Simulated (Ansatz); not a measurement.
B3H3O3, SMILES `B1OBOBO1` from Hartree–Fock to CCSD(T)

Z-matrix (Å, degrees):
```
B
O 1 1.372
O 1 1.372 2 119.7
H 1 1.190 2 120.2 3 180.0
B 2 1.372 1 120.3 3 -0.0
B 3 1.372 1 120.3 2 0.0
O 5 1.372 2 119.7 1 -0.0
H 5 1.190 2 120.2 1 180.0
H 6 1.190 3 120.2 1 180.0
```

The species carries charge 0 and has multiplicity 1. All single points use the PBE0-D4/def2-TZVP geometry. Frozen core, restricted reference, Ansatz 0.2.0. CBS rows extrapolate triple and quadruple zeta; past MP2 they add the triple-zeta difference.

```
     basis     HF (Eh)  MP2 corr.
  def2-SVP  -300.46751   -0.76775
def2-TZVPP  -300.82349   -0.96226
def2-QZVPP  -300.83849   -1.03794
```

(1) Estimate the CCSD correlation energy and the (T) correction in each basis where they were run (hartree).

Results:

(1) 
```json
{"basis": "def2-SVP", "CCSD corr.": "-0.79906", "(T)": "-0.02213"}
{"basis": "def2-TZVPP", "CCSD corr.": "-0.98408", "(T)": "-0.03813"}
{"basis": "CBS(def2)", "CCSD corr.": "-1.11581", "(T)": "as TZ"}
```
